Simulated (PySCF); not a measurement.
Compound: CH6OSeSi.
Bonds: C1–O2, O2–Si3, Si3–Se4. Hydrogens: H5, H6, H7 on C1; H8, H9 on Si3; H10 on Se4.

Method: PySCF 2.14.0, PBE0-D3(BJ)/def2-SVP geometry optimisation, gas phase; density fitting, grid level 1; the optimiser is geomeTRIC in internal coordinates, started from a GFN2-xTB structure with every atom displaced at random (about 0.01 Å).

Step 8: E = -76383.0512 eV
```
atom  x, y, z in Å  |  force x, y, z in eV/Å
C1     -1.5098   -0.4201   -0.3263   -0.064  -0.125  -0.029
O2     -0.1109   -0.5626   -0.3629   -0.038   0.401   0.149
Si3     0.8354    0.6881    0.2307   -0.039  -0.310  -0.177
Se4     2.9769   -0.0511    0.0215   -0.089   0.046   0.022
H5     -1.8721    0.2936   -1.0891    0.022  -0.003  -0.003
H6     -1.8764   -0.0772    0.6608    0.028  -0.015  -0.010
H7     -1.9720   -1.3978   -0.5325    0.022   0.009  -0.007
H8      0.6784    1.9469   -0.5580    0.058   0.007  -0.017
H9      0.4137    0.9666    1.6370    0.037  -0.019   0.038
H10     2.4898   -1.4136    0.2960    0.063   0.008   0.035
```

Step 9: E = -76383.0814 eV
```
atom  x, y, z in Å  |  force x, y, z in eV/Å
C1     -1.6486   -0.3694   -0.3682    0.252  -0.162  -0.063
O2     -0.2574   -0.4993   -0.5604    0.036   0.217   0.058
Si3     0.8384    0.5522    0.1353   -0.317   0.005   0.121
Se4     2.9764   -0.0668   -0.2123    0.117  -0.197   0.071
H5     -2.0863    0.3181   -1.1115   -0.044   0.038   0.017
H6     -1.9005   -0.0033    0.6442   -0.028   0.015   0.006
H7     -2.1171   -1.3596   -0.4968    0.033   0.075  -0.003
H8      0.8079    1.9298   -0.4427   -0.128  -0.052  -0.082
H9      0.5112    0.6167    1.5960    0.076   0.019  -0.031
H10     2.9292   -1.1455    0.7937    0.003   0.043  -0.094
```

Step 10: E = -76383.0948 eV
```
atom  x, y, z in Å  |  force x, y, z in eV/Å
C1     -1.5950   -0.4068   -0.3442    0.095  -0.052  -0.011
O2     -0.1974   -0.4860   -0.4483    0.027   0.018   0.002
Si3     0.8421    0.6489    0.1762   -0.027   0.031   0.039
Se4     2.9817   -0.0562   -0.0760   -0.003  -0.002  -0.091
H5     -2.0117    0.3339   -1.0496   -0.025   0.012   0.008
H6     -1.9230   -0.1391    0.6770   -0.029   0.006   0.009
H7     -2.0181   -1.3920   -0.5914   -0.028   0.015  -0.002
H8      0.7623    1.9511   -0.5531    0.038  -0.004   0.014
H9      0.5124    0.8671    1.6197   -0.045  -0.016  -0.025
H10     2.6997   -1.3479    0.5671   -0.002  -0.007   0.056
```

**Question.** Estimate the geometry and energy of step 11. (The exact step hangs on the optimiser's Hessian estimate; all steps are aligned on step 10, rigid shifts and turns removed.)

**Answer.** E = -76383.1025 eV, largest force 0.090 eV/Å
```
atom  x, y, z in Å  |  force x, y, z in eV/Å
C1     -1.6090   -0.3978   -0.3514    0.083  -0.033  -0.011
O2     -0.2140   -0.4797   -0.4905   -0.013   0.025   0.011
Si3     0.8413    0.6262    0.1608   -0.033   0.014   0.014
Se4     2.9772   -0.0699   -0.1313   -0.011  -0.022  -0.029
H5     -2.0417    0.3403   -1.0499   -0.016   0.011   0.007
H6     -1.9132   -0.1221    0.6755   -0.014   0.001   0.006
H7     -2.0446   -1.3821   -0.5814   -0.002   0.011  -0.006
H8      0.7764    1.9499   -0.5290    0.012  -0.007   0.000
H9      0.5149    0.7981    1.6106   -0.011  -0.007  -0.011
H10     2.7658   -1.2899    0.6637    0.005   0.007   0.019
```

The energy changes by -0.0077 eV. The first-order estimate −F·Δx gives -0.0101 eV and the mean of the old and new forces, exact on a quadratic surface, -0.0069 eV. The step makes an angle of 72° with the force vector and moves no atom by more than 0.131 Å.

What follows is the cost of the whole optimisation. The run took 59 s wall on one thread of an Arm Neoverse V2, shared host, and the process peaked at 0.45 GiB of memory.
